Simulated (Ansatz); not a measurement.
Relaxation of a periodic cell of 17 atoms, LiMo₁₆ (host Mo, host structure bcc, interstitial Li), to a largest force component of 0.03 eV/Å in at most 60 steps.

Method: DFT PBE, scalar-relativistic, plane waves, PAW (Ansatz 0.2.0). Settings: cutoff 420 eV, k mesh 3x3x3, gaussian smearing 0.05 eV, no spin polarisation.

```xyz
17
Lattice="6.3000 0.0000 0.0000 0.0000 6.3000 0.0000 0.0000 0.0000 6.3000" Properties=species:S:1:pos:R:3:forces:R:3
Mo 0.000 0.000 0.000 -7.42 3.68 -0.16
Mo 3.150 0.000 0.000 6.90 3.33 -0.15
Mo 0.000 3.150 0.000 -0.12 -0.02 0.01
Mo 0.000 0.000 3.150 -0.14 0.05 0.03
Mo 1.575 1.575 1.575 -0.01 0.00 0.09
Mo 3.150 3.150 0.000 0.15 -0.05 0.01
Mo 3.150 0.000 3.150 0.16 0.06 0.03
Mo 4.725 1.575 1.575 0.00 0.21 0.18
Mo 0.000 3.150 3.150 -0.18 -0.22 -0.01
Mo 1.575 4.725 1.575 0.13 -3.67 7.71
Mo 1.575 1.575 4.725 0.00 0.03 -0.13
Mo 3.150 3.150 3.150 0.17 -0.20 -0.01
Mo 4.725 4.725 1.575 -0.02 -0.05 0.14
Mo 4.725 1.575 4.725 0.01 0.18 -0.17
Mo 1.575 4.725 4.725 0.11 -3.21 -7.01
Mo 4.725 4.725 4.725 -0.02 -0.05 -0.16
Li 1.556 5.500 0.026 0.29 -0.07 -0.41
```

Question: Where does it end, and by what steps?

Answer: The run converged. Limits of this set-up: coarse k mesh. After 9 steps the energy has fallen by 4.636 eV; Li17 moved furthest, 0.73 Å.

```
step  energy less start (eV)  largest force component (eV/Å)  accepted
   0                  0.0000                           7.712       yes
   1                 -3.1551                           3.710       yes
   2                 -4.1816                           0.903       yes
   3                 -4.2506                           0.751       yes
   4                 -4.3235                           0.283       yes
   5                 -4.3748                           0.826       yes
   6                 -4.4545                           0.471       yes
   7                 -4.5699                           0.328       yes
   8                 -4.6295                           0.096       yes
   9                 -4.6357                           0.019       yes
```

```xyz
17
Lattice="6.3000 0.0000 0.0000 0.0000 6.3000 0.0000 0.0000 0.0000 6.3000" Properties=species:S:1:pos:R:3
Mo -0.048 0.092 -0.001
Mo 3.196 0.093 0.003
Mo -0.047 3.149 0.002
Mo -0.073 0.117 3.149
Mo 1.574 1.622 1.560
Mo 3.194 3.150 -0.001
Mo 3.221 0.118 3.152
Mo 4.724 1.620 1.578
Mo -0.074 3.123 3.152
Mo 1.574 4.769 1.971
Mo 1.574 1.620 4.743
Mo 3.222 3.123 3.150
Mo 4.723 4.770 1.560
Mo 4.724 1.621 4.726
Mo 1.573 4.770 4.334
Mo 4.724 4.771 4.743
Li 1.574 4.773 0.003
```

Whether the end is a true minimum wasn't checked by a vibrational analysis.

Run time: 2.5 min on 4 threads of Arm Neoverse V1, on a shared host, peak memory 1.3 GiB.
